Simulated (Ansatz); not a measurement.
Abridged output of a molecular run in Ansatz:

```
Functional definition: HF
1755 factors; integrals over basis functions are off by at most 7.4e-4 eV
mean field evaluation 1: about -25035.2416 eV, gradient 4.3e1 eV
mean field evaluation 2: about -25035.5828 eV, gradient 4.3e1 eV
mean field evaluation 4: about -25039.7369 eV, gradient 4.5e0 eV
mean field evaluation 8: about -25039.8270 eV, gradient 4.4e-1 eV
mean field evaluation 16: about -25039.8280 eV, gradient 1.1e-6 eV
mean field -25039.82801962 eV, -920.1967071162 hartree, gradient 1.1e-6 eV, S^2 0.000000; 0 other end points of the search recorded, 0 dependent functions left out
13 core orbitals not correlated: weight in the atoms' cores, before any rotation towards them, 1.000 or more for the frozen orbitals, at most 0.000 for the correlated occupied ones
reference -25039.82801962 eV, -920.1967071162 hartree; 22, 22 occupied and 223, 223 virtual orbitals, 1755 factors
second order -36.87578733 eV of doubles, -0.00000000 eV of singles
cycle   1  -35.87837247 eV  change     1.0e0 eV  update   1.3e-1
cycle   2  -36.75055357 eV  change   -8.7e-1 eV  update   3.9e-2
cycle   3  -36.92403139 eV  change   -1.7e-1 eV  update   2.0e-2
cycle   4  -36.89500142 eV  change    2.9e-2 eV  update   5.7e-3
cycle   5  -36.89079079 eV  change    4.2e-3 eV  update   3.0e-3
cycle   6  -36.89351111 eV  change   -2.7e-3 eV  update   1.1e-3
cycle   7  -36.89295439 eV  change    5.6e-4 eV  update   4.5e-4
cycle   8  -36.89267912 eV  change    2.8e-4 eV  update   1.5e-4
cycle   9  -36.89279495 eV  change   -1.2e-4 eV  update   6.7e-5
cycle  10  -36.89282880 eV  change   -3.4e-5 eV  update   2.6e-5
perturbative correction -1.46187627 eV, -0.0537229622 hartree
Total energy: -25078.18272469 eV, -921.6062165297 hartree
```

Its atoms:

Z-matrix (Å, degrees):
```
C
Te 1 2.166
N 1 1.433 2 119.6
O 1 1.396 2 112.6 3 -135.9
B 1 1.551 2 122.4 3 63.4
H 2 1.661 1 93.2 3 83.2
H 3 1.007 1 134.3 2 -70.9
H 4 0.962 1 108.0 2 -47.2
Cl 5 1.718 1 155.9 2 77.9
```

Which basis set was used?
A. def2-SVPD
B. def2-QZVPP
C. def2-TZVPPD
D. def2-TZVPP

D. It gives 258 functions.

Write the keys of the input that set method, charge and spin (a neutral closed shell needs none for the last two).


```yaml
correlation: {method: ccsd_t}
```
